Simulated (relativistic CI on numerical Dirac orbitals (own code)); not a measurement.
# Au LXIV: q coefficients and field-shift factors

These numbers are calculated, not measured: Dirac-Coulomb-Breit CI, separate exchange-only KLI orbitals for each configuration, derivatives by finite differences, unscaled Slater integrals, QED left out (own radial code, finite nucleus).

Configurations in the expansion (outside the closed core [Ne]): 3s²3p⁴, 3s²3p³3d, 3s3p⁵, 3p⁶, 3s3p⁴3d, 3s3p³3d². Double excitations out of closed p, d and f shells are left out; levels of such configurations are missing from the list, as are those of other unlisted configurations, and high levels can miss mixing partners.

With x = (α/α₀)² − 1 an excitation energy changes as ω = ω₀ + qx; K = 2q/ω₀ is the relative enhancement. Terms are leading LS components, so labels can repeat. The field-shift factor is F = δν/δ⟨r²⟩ for the transition from the lowest level.

Lowest level 3s²3p⁴ ³P2.

```csv
Level,ω₀ (cm⁻¹),q (cm⁻¹),K,F (GHz/fm²)
3s²3p⁴ ¹S0,191945,11370,0.118,1.59
3s²3p³3d ³D°2,2054564,146700,0.143,29.5
3s²3p³3d ³P°0,2131691,159500,0.15,29.6
3s²3p³3d ³D°1,2133649,160800,0.151,7.44
3s²3p³3d ³F°3,2136226,149600,0.14,36.1
3s²3p³3d ³F°4,2967185,1.038e+06,0.699,67.2
3s²3p³3d ³D°2,3035403,1.078e+06,0.71,-6.47
3s²3p³3d ³D°3,3203274,1.066e+06,0.665,52.2
3s²3p³3d ³D°1,3303160,1.082e+06,0.655,41.6
3s²3p⁴ ³P1,3854471,4.913e+06,2.55,-959
3s²3p⁴ ¹D2,3939536,4.905e+06,2.49,-962
3s3p⁵ ³P°2,5508186,5.324e+06,1.93,-11100
3s3p⁵ ¹P°1,5681100,5.217e+06,1.84,-6990
```

At this charge energies of transitions that change n are usually good to better than 1 %, and those within a shell (Δn = 0) to a few per cent.
